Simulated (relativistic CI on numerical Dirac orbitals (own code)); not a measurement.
## Se¹⁶⁺: q coefficients and field-shift factors

These numbers are calculated, not measured: Dirac-Coulomb-Breit CI, KLI orbitals optimised for each configuration, derivatives by finite differences, unscaled Slater integrals, QED left out (own radial code, finite nucleus).

CI space (outside the closed core [Ne]): 3s2 3p6, 3s2 3p5 3d, 3s 3p6 3d, 3s2 3p5 4s, 3p6 3d2, 3p5 3d3, 3p5 3d2 4s. Double excitations out of closed p, d and f shells are left out; levels of such configurations are missing from the list, as are those of other unlisted configurations, and high levels can miss mixing partners.

With x = (α/α₀)² − 1 an excitation energy changes as ω = ω₀ + qx; K = 2q/ω₀ is the relative enhancement. Terms are leading LS components, so labels can repeat. The field-shift factor is F = δν/δ⟨r²⟩ for the transition from the lowest level.

Lowest level 3s2 3p6 1S_0.

| Level | ω₀ (cm⁻¹) | q (cm⁻¹) | K | F (GHz/fm²) |
| --- | --- | --- | --- | --- |
| 3s2 3p5 3d 3P°_0 | 647714 | 5042 | 0.0156 | 0.775 |
| 3s2 3p5 3d 3P°_1 | 657320 | 11800 | 0.0359 | 0.761 |
| 3s2 3p5 3d 3P°_2 | 677399 | 25440 | 0.0751 | 0.746 |
| 3s2 3p5 3d 3F°_4 | 686831 | 16030 | 0.0467 | 0.852 |
| 3s2 3p5 3d 3F°_3 | 691139 | 10950 | 0.0317 | 0.78 |
| 3s2 3p5 3d 3F°_2 | 706822 | 19650 | 0.0556 | 0.742 |
| 3s2 3p5 3d 3D°_3 | 738087 | 16020 | 0.0434 | 0.896 |
| 3s2 3p5 3d 3D°_1 | 760088 | 39600 | 0.104 | 0.65 |
| 3s2 3p5 3d 1D°_2 | 760622 | 58670 | 0.154 | 0.482 |
| 3s2 3p5 3d 3D°_2 | 780198 | 69930 | 0.179 | 0.53 |
| 3s2 3p5 3d 1F°_3 | 787137 | 76150 | 0.193 | 0.481 |
| 3s2 3p5 3d 1P°_1 | 973213 | 43040 | 0.0885 | 0.783 |
| 3s 3p6 3d 3D_1 | 1302114 | 89100 | 0.137 | -61.4 |
| 3s 3p6 3d 3D_2 | 1306143 | 92650 | 0.142 | -61.4 |
| 3s 3p6 3d 3D_3 | 1313505 | 100400 | 0.153 | -61.4 |
| 3s 3p6 3d 1D_2 | 1374010 | 98440 | 0.143 | -62.5 |
| 3s2 3p5 4s 3P°_2 | 2474179 | -28570 | -0.0231 | 24.4 |
| 3s2 3p5 4s 1P°_1 | 2483959 | -27470 | -0.0221 | 24.3 |
| 3s2 3p5 4s 3P°_0 | 2539758 | 39310 | 0.031 | 23.9 |
| 3s2 3p5 4s 3P°_1 | 2546039 | 38320 | 0.0301 | 23.9 |
| 3p6 3d2 3F_2 | 2644211 | 181300 | 0.137 | -123 |
| 3p6 3d2 3F_3 | 2652106 | 190000 | 0.143 | -123 |
| 3p6 3d2 3F_4 | 2660685 | 198100 | 0.149 | -123 |

At this charge energies of transitions that change n are usually good to better than 1 %, and those within a shell (Δn = 0) to a few per cent.
